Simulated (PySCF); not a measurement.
2-fluorobut-1-ene (C₄H₇F), SMILES CCC(F)=C. Geometry optimised at TPSSh-D3(BJ)/def2-SVP. One conformer was computed; it need not be the lowest.

These are TPSSh-D3(BJ)/def2-SVP in PySCF values and carry that method's errors.

Harmonic wavenumbers (cm⁻¹): 93, 225, 235, 395, 464, 615, 748, 789, 815, 861, 946, 1000, 1079, 1094, 1261, 1298, 1356, 1403, 1412, 1464, 1488, 1503, 1747, 3031, 3041, 3102, 3127, 3138, 3173, 3278. Rotational constants (GHz): 8.214, 3.812, 2.952; symmetry number 1.

Q: Work out the zero-point energy and the ideal-gas rigid-rotor harmonic-oscillator thermochemistry at 298.15 K and 1 atm.

A: ZPE = ½ Σ hcν = ½ × 44178 cm⁻¹ = 264.25 kJ/mol. H − E(el) = 282.07 kJ/mol. Entropy in J/(mol K): translation 162.44, rotation 107.35, vibration 45.36, total 315.14. G − E(el) = 188.11 kJ/mol. Cp = 92.94 J/(mol K). Modes under 150 cm⁻¹ make the vibrational entropy uncertain.
